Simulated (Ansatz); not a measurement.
`C=C([SiH3])[SiH2]O` + `N=C(N)S` → `N=C(S)N[SiH2]O` + `C=C[SiH3]`  (ligand exchange at the Si–C bond)

Isolated molecules relaxed with PBE0-D4/def2-TZVP in Ansatz; ΔE leaves out vibrations. CBS: MP2 limit from def2 TZ/QZ plus the TZ coupled-cluster correction, frozen cores. Functionals use def2-TZVPP. Each species was taken in one conformer, which may not be the lowest.

`C=C([SiH3])[SiH2]O`:

```xyz
13

C    -1.543    0.183    0.384
C    -0.300   -0.183    0.052
Si    0.219   -1.962    0.265
Si    0.876    1.098   -0.615
O     0.250    2.621   -0.520
H    -1.890    1.210    0.275
H    -2.276   -0.522    0.772
H     1.313   -2.073    1.267
H    -0.948   -2.764    0.719
H     0.731   -2.516   -1.018
H     1.139    0.852   -2.054
H     2.159    1.003    0.140
H     0.270    3.054    0.333
```

`N=C(N)S`:

```xyz
8

N     0.830    1.337    0.235
C     0.096    0.319    0.078
N     0.553   -0.813   -0.546
S    -1.596    0.228    0.645
H     0.394    2.038    0.823
H     1.461   -0.689   -0.969
H    -0.109   -1.320   -1.108
H    -1.628   -1.101    0.841
```

`N=C(S)N[SiH2]O`:

```xyz
12

N    -1.606    0.253    0.804
C    -0.459   -0.191    1.110
S    -0.005   -0.354    2.815
N     0.557   -0.579    0.259
Si    0.637   -0.211   -1.438
O     1.023    1.345   -1.770
H    -1.765    0.246   -0.202
H    -1.221   -0.011    3.264
H     1.380   -0.949    0.710
H     1.743   -1.033   -1.966
H    -0.679   -0.553   -2.033
H     0.395    2.036   -1.553
```

`C=C[SiH3]`:

Z-matrix (Å, degrees):
```
Si
C 1 1.859
H 1 1.488 2 110.8
H 1 1.487 2 109.0 3 -120.3
H 1 1.488 2 110.8 3 119.3
C 2 1.330 1 123.1 3 120.2
H 2 1.089 1 118.8 3 -59.8
H 6 1.087 2 122.2 1 -180.0
H 6 1.087 2 121.7 1 0.0
```

| level | ΔE (eV) |
| --- | --- |
| PBE-D4 | -0.42 |
| r2SCAN | -0.48 |
| MP2/def2-QZVPP | -0.53 |
| HF/CBS(def2) | -0.62 |

Question: What does CCSD(T)/CBS give? (Best estimate.)

Answer: Computed: -0.52 eV. The listed levels differ from it by 0.10, 0.04, -0.01, -0.10 eV.

Largest T1 diagnostic among the species: 0.014.

In def2-TZVPP, CCSD(T) changes the Hartree–Fock value by +0.09 eV (the triples alone add +0.02 eV) and MP2 by +0.09 eV. From PBE to PBE0 (25 % exact exchange), in def2-TZVPP and without D4, ΔE moves by −0.04 eV.
